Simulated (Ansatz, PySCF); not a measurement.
System: BCl₂ (charge +1, singlet). 
Coordinates optimised at B3LYP-D3(BJ)/def2-TZVP (Ansatz, a quantum-chemistry and plane-wave program):
```xyz
3

Cl     0.0000     0.0000    -1.6135
B      0.0000     0.0000     0.0000
Cl     0.0000     0.0000     1.6135
```
Charge +1, spin multiplicity 1.

Total electronic energies in hartree. Valence correlation only, unless marked. No spin-orbit coupling. Non-relativistic. CBS marks a two-point X^-3 extrapolation of the correlation energy; Hartree-Fock from the larger set. [CCSD(T)-MP2]/basis is that difference in the basis named.

```json
[
 {"level": "HF/6-31G*", "program": "Ansatz", "energy (Eh)": "-943.39751"},
 {"level": "RI-HF/cc-pV(T+d)Z", "program": "Ansatz", "energy (Eh)": "-943.49055"},
 {"level": "RI-HF/cc-pV(Q+d)Z", "program": "Ansatz", "energy (Eh)": "-943.49904"},
 {"level": "BLYP-D3(BJ)/def2-TZVPD", "program": "Ansatz + dftd3", "energy (Eh)": "-945.01708"},
 {"level": "BLYP/def2-TZVPD", "program": "Ansatz", "energy (Eh)": "-945.01144"},
 {"level": "B3LYP-D4/def2-TZVPD", "program": "Ansatz + dftd4", "energy (Eh)": "-945.05211"},
 {"level": "PBE0-D4/def2-TZVP", "program": "Ansatz + dftd4", "energy (Eh)": "-944.68108"},
 {"level": "PW6B95-D3(BJ)/def2-TZVPD", "program": "PySCF + dftd3", "energy (Eh)": "-945.76872"},
 {"level": "PW6B95-D4/def2-TZVPD", "program": "PySCF + dftd4", "energy (Eh)": "-945.76921"},
 {"level": "HSE06-D3(BJ)/def2-TZVPD", "program": "Ansatz + dftd3", "energy (Eh)": "-944.66474"},
 {"level": "HSE06-D4/def2-TZVPD", "program": "Ansatz + dftd4", "energy (Eh)": "-944.66467"},
 {"level": "CAM-B3LYP/def2-TZVPD", "program": "PySCF", "energy (Eh)": "-945.02398"},
 {"level": "B2GP-PLYP/def2-TZVPD", "program": "Ansatz", "energy (Eh)": "-944.63701"},
 {"level": "B2PLYP-D4/def2-TZVPD", "program": "Ansatz + dftd4", "energy (Eh)": "-944.73799"},
 {"level": "MP2/cc-pV(D+d)Z", "program": "Ansatz", "energy (Eh)": "-943.79378"},
 {"level": "MP2/cc-pVTZ", "program": "Ansatz", "energy (Eh)": "-943.93224"},
 {"level": "MP2/cc-pwCVTZ", "program": "Ansatz", "energy (Eh)": "-943.94614"},
 {"level": "RI-MP2/cc-pV(T+d)Z", "program": "Ansatz", "energy (Eh)": "-943.93633"},
 {"level": "SCS-MP2/cc-pV(Q+d)Z", "program": "Ansatz", "energy (Eh)": "-943.98118"},
 {"level": "CCSD(T)/cc-pV(Q+d)Z", "program": "Ansatz", "energy (Eh)": "-944.04004"},
 {"level": "CCSD(T) with core electrons (1s frozen past Ne)/cc-pwCVTZ", "program": "Ansatz", "energy (Eh)": "-944.59265"},
 {"level": "RI-MP2/CBS(cc-pV(T+d)Z,cc-pV(Q+d)Z)+[CCSD(T)-MP2]/cc-pV(T+d)Z", "program": "Ansatz", "energy (Eh)": "-944.0702"},
 {"level": "CCSD(T)/CBS(cc-pV(T+d)Z,cc-pV(Q+d)Z)", "program": "Ansatz", "energy (Eh)": "-944.0693"}
]
```

Totals of different functionals don't rank their quality; only differences between species are comparable.
